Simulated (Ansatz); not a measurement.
`COBS` + `C=CC(F)S` → `COB(F)S` + `C=CCS`  (formal exchange of groups at a B–H bond)

Calculated with Ansatz (gas phase, PBE0-D4/def2-TZVP geometries, no zero-point term in ΔE). CCSD(T)/CBS adds triple-zeta CCSD(T) − MP2 to the extrapolated MP2 energy (def2 sets, frozen cores). This one scheme is used for every species. Functionals use def2-TZVPP. Each species was taken in one conformer, which may not be the lowest.

`COBS`:

Z-matrix (Å, degrees):
```
C
O 1 1.412
H 1 1.094 2 111.4
H 1 1.092 2 108.9 3 120.7
H 1 1.092 2 108.9 3 -120.7
B 2 1.343 1 121.9 3 -0.2
S 6 1.807 2 117.2 1 -180.0
H 6 1.199 2 121.9 1 0.0
H 7 1.341 6 95.3 2 -180.0
```

`C=CC(F)S`:

Cartesian coordinates in Å:
```
C 0.533 -0.111 1.450
C 0.143 0.558 0.376
C 0.179 0.008 -1.006
F 0.810 -1.213 -1.034
S -1.475 -0.094 -1.730
H 0.925 -1.118 1.376
H 0.471 0.335 2.435
H -0.248 1.567 0.451
H 0.727 0.675 -1.680
H -2.066 -0.607 -0.638
```

`COB(F)S`:

Cartesian coordinates in Å:
```
C 0.107 -0.611 -1.272
O -0.448 -0.175 -0.042
B 0.259 0.526 0.861
F 1.536 0.852 0.649
S -0.482 1.071 2.423
H 1.158 -0.334 -1.365
H 0.011 -1.696 -1.329
H -0.460 -0.161 -2.089
H -1.682 0.529 2.163
```

`C=CCS`:

Z-matrix (Å, degrees):
```
C
C 1 1.487
S 1 1.822 2 113.4
H 1 1.092 2 110.8 3 117.5
H 1 1.092 2 111.6 3 -122.6
C 2 1.325 1 124.4 3 -115.8
H 2 1.088 1 116.0 3 64.0
H 3 1.343 1 96.7 2 -67.7
H 6 1.086 2 121.4 1 0.2
H 6 1.083 2 121.6 1 179.9
```

| level | ΔE (kJ/mol) |
| --- | --- |
| r2SCAN-D4 | -198.5 |
| PBE0-D4 | -197.8 |
| ωB97M-V | -199.2 |
| B2PLYP | -202.5 |
| PBE | -189.5 |
| CCSD(T)/def2-TZVPP | -203.6 |
| SCS-MP2/def2-QZVPP | -207.1 |
| MP2/CBS(def2) | -209.8 |

**Question.** What does CCSD(T)/CBS give? (Estimate.)

**Answer.** Ansatz gave: -203.6 kJ/mol. The listed levels differ from it by 5.1, 5.8, 4.4, 1.1, 14.1, 0.0, -3.5, -6.2 kJ/mol.

Largest T1 diagnostic among the species: 0.013.

From PBE to PBE0 (25 % exact exchange), in def2-TZVPP and without D4, ΔE moves by −8.3 kJ/mol.
